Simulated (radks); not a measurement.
Xe, configuration [Kr] 4d10 5s2 5p5 6p1 (not the ground configuration).

All-electron calculation, scalar-relativistic Kohn-Sham, LDA (Slater exchange, Perdew-Wang correlation), spin-unpolarised, spherical densities, finite nucleus; Fermi nuclear charge, rms radius 4.7859 fm. Program: a radial shooting solver on a logarithmic mesh with Libxc functionals.

Energy parts (hartree):
| part | energy |
|---|---|
| total | -7440.72318 |
| kinetic | 7822.18444 |
| electron-nucleus | -18002.99054 |
| Hartree | 2920.42313 |
| exchange-correlation | -180.34021 |

Orbitals (lengths in bohr, moments of r in powers of bohr; <r^-3> diverges for s and p1/2):
| orbital | occ. | eigenvalue (hartree) | <1/r> | <r^-3> | <r> | <r^2> |
|---|---|---|---|---|---|---|
| 1s | 2 | -1261.939 | 58.05 | - | 0.02668 | 0.0009654 |
| 2s | 2 | -196.6321 | 13.32 | - | 0.1147 | 0.01552 |
| 2p | 6 | -176.5682 | 12.72 | 6163 | 0.1003 | 0.01229 |
| 3s | 2 | -40.38401 | 4.784 | - | 0.3069 | 0.1076 |
| 3p | 6 | -33.90175 | 4.548 | 1189 | 0.3047 | 0.1077 |
| 3d | 10 | -24.25797 | 4.310 | 163.9 | 0.2811 | 0.09341 |
| 4s | 2 | -7.46546 | 1.955 | - | 0.7169 | 0.5807 |
| 4p | 6 | -5.40911 | 1.793 | 239.8 | 0.7651 | 0.6670 |
| 4d | 10 | -2.41033 | 1.514 | 25.44 | 0.8769 | 0.8981 |
| 5s | 2 | -0.93534 | 0.7207 | - | 1.820 | 3.741 |
| 5p | 5 | -0.48985 | 0.5910 | 27.22 | 2.196 | 5.509 |
| 6p | 1 | -0.04778 | 0.1566 | 1.514 | 7.845 | 69.62 |

The highest occupied level is 6p at -1.300 eV. The electron density at the nucleus is 2.795e+05 e/bohr^3 (large components only). Summed over all electrons, <r^2> = 120.7 bohr^2, which gives a Langevin (diamagnetic) susceptibility term of -95.6 x 10^-6 cm^3/mol. The density falls to 0.001 e/bohr^3 at r = 4.30 bohr.
